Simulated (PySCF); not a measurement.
Steps of a relaxation of [Pb(CN)3]−

[Pb(CN)3]− (singlet). PySCF 2.14.0, RKS B3LYP, Pb def2-SVP with ECP60, C def2-SVP, N def2-SVP; non-relativistic Hamiltonian with scalar-relativistic core potentials where named; density fitting; no spin-orbit coupling. Origin of the start: displaced along the imaginary mode. Columns: position (Å) and force (eV/Å). Energies are counted from the last step; some of the 27 steps are shown. Forces carry noise of the integration grid, about 0.01 to 0.03 eV/Å.

Run from Python with OMP_NUM_THREADS=2. Where DIIS fails, smearing, a level shift and second-order steps follow.
It took 110 s on 2 threads of Arm Neoverse V1, with other jobs on the host, from the converged density of the start.

```xyz
7
step 0  E = 1.348 eV
Pb   -0.2678    0.0255    0.0000     0.08    0.42    0.00
C    -0.1514   -0.2500    2.6228    -0.69    0.48    2.74
N    -0.3896    0.0156    3.7699     0.64   -0.71   -3.02
C    -0.1514   -0.2500   -2.6228    -0.69    0.48   -2.74
N    -0.3896    0.0156   -3.7699     0.64   -0.71    3.02
C     2.0733    0.0132    0.0000     0.03    0.01    0.00
N     3.2397    0.0078    0.0000    -0.01    0.01    0.00
```

```xyz
7
step 9  E = 0.170 eV
Pb    0.1293    0.9631    0.0000    -0.02    0.11    0.00
C    -0.4127   -0.3795    1.8679    -0.08    0.17    0.74
N    -0.5987   -0.4172    3.0264     0.02   -0.20   -0.67
C    -0.4127   -0.3795   -1.8679    -0.08    0.17   -0.74
N    -0.5987   -0.4172   -3.0264     0.02   -0.20    0.67
C     2.3603    0.2185    0.0000    -0.77    0.12    0.00
N     3.4962   -0.0107    0.0000     0.91   -0.16    0.00
```

```xyz
7
step 17  E = 0.022 eV
Pb    0.3239    1.1200    0.0000     0.06    0.00    0.00
C    -0.4520   -0.2555    1.7709    -0.09   -0.12    0.45
N    -0.8382   -0.6527    2.8025     0.12    0.11   -0.46
C    -0.4520   -0.2555   -1.7709    -0.09   -0.12   -0.45
N    -0.8382   -0.6527   -2.8025     0.12    0.11    0.46
C     2.5313    0.2171    0.0000     0.02    0.05    0.00
N     3.6881    0.0568    0.0000    -0.13   -0.03    0.00
```

Where does the relaxation end?

It converges at step 26 in C3v:
```xyz
7
step 26  E = 0
Pb    0.3591    1.2192    0.0000
C    -0.4195   -0.2086    1.7242
N    -0.8773   -0.7479    2.6516
C    -0.4195   -0.2086   -1.7242
N    -0.8773   -0.7479   -2.6516
C     2.5317    0.2720    0.0000
N     3.6659   -0.0007    0.0000
```

How did the contacts change?


| contact | start (Å) | end (Å) |
| --- | --- | --- |
| Pb1–C2 (CN) | 2.640 | 2.370 |
| Pb1–C4 (CN) | 2.640 | 2.370 |
| Pb1–C6 (CN) | 2.341 | 2.370 |


No frequency check is given that shows the relaxed geometry to be a minimum.
